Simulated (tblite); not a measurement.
Run record: nudged-elastic-band run, `COC1=C[C@@H]2C=C[C@H]12`.

Computed with GFN2-xTB (tblite), gas phase: nudged elastic band of 9 images (0 to 8), spring 0.2 eV/Å², climbing image at the end, force threshold 0.05 eV/Å. The top image wasn't refined or checked by frequencies; at this threshold it can lie a kcal/mol or more above the true saddle point of the method. The command runs a driver script over a list of jobs; the input below is this job's line of settings and its coordinates in Å. «atoms» counts from 0 and names the dihedral (C8–C3–O2–C1 when counted from 1); «turn» is the rotation in degrees that makes the guess of the end point.

Command:
```bash
OMP_NUM_THREADS=1 python probes_run.py task.json out
```

Input:
```
{"job": {"kind": "neb", "xc": "GFN2-xTB", "basis": "xTB", "atoms": [7, 2, 1, 0], "turn": 180}, "charge": 0, "multiplicity": 1}
C      2.675260     0.308132     0.419429
O      1.694198    -0.654521     0.099944
C      0.461553    -0.155589    -0.099963
C     -0.134162     1.039626    -0.090473
C     -1.502156     0.458506    -0.389701
C     -2.242874    -0.054520     0.826452
C     -1.638287    -1.237901     0.819722
C     -0.799655    -0.931838    -0.401504
H      3.606615    -0.235295     0.565771
H      2.792471     1.031173    -0.393778
H      2.409320     0.844291     1.335533
H      0.168179     2.047493     0.115434
H     -2.067148     0.850153    -1.227683
H     -2.960551     0.425269     1.465279
H     -1.663863    -2.106832     1.449873
H     -0.806498    -1.619203    -1.238260
```

Estimate the output.

```
image   E - E0 / eV
  0      -0.0000
  1       0.0377
  2       0.1299
  3       0.2209
  4       0.2400
  5       0.1822
  6       0.1087
  7       0.0687
  8       0.0522
```

Read off the barriers.

The highest image is 4: 0.240 eV (5.54 kcal/mol) above the start and 0.188 eV (4.33 kcal/mol) above the end. The band met its force threshold.

Which dihedral does each image have?

0: -177°, 1: -157°, 2: -135°, 3: -112°, 4: -87°, 5: -62°, 6: -40°, 7: -18°, 8: 1°.

Give the geometry of the highest image and of the end point.

Image 4:
```
atom  x, y, z in Å
C1      2.422   -0.015    0.679
O2      1.814   -0.042   -0.599
C3      0.470    0.157   -0.575
C4     -0.338    1.211   -0.677
C5     -1.597    0.385   -0.512
C6     -1.962    0.103    0.930
C7     -1.155   -0.947    1.034
C8     -0.657   -0.850   -0.389
H9      3.477   -0.234    0.520
H10     2.315    0.972    1.141
H11     1.985   -0.767    1.344
H12    -0.194    2.269   -0.780
H13    -2.383    0.478   -1.252
H14    -2.617    0.627    1.599
H15    -0.885   -1.619    1.828
H16    -0.702   -1.719   -1.034
```

Image 8:
```
atom  x, y, z in Å
C1      2.469   -0.375    0.462
O2      1.785    0.710   -0.125
C3      0.464    0.533   -0.320
C4     -0.512    1.301   -0.807
C5     -1.582    0.256   -0.566
C6     -2.136    0.237    0.843
C7     -1.159   -0.525    1.323
C8     -0.441   -0.642   -0.003
H9      3.502   -0.054    0.583
H10     2.050   -0.629    1.440
H11     2.438   -1.260   -0.182
H12    -0.573    2.304   -1.176
H13    -2.223   -0.040   -1.389
H14    -2.994    0.723    1.267
H15    -0.902   -0.906    2.295
H16    -0.196   -1.625   -0.391
```

The run took 2.9 s on one thread of an Arm Neoverse V1, on a shared host, and the process peaked at 0.18 GiB of memory.
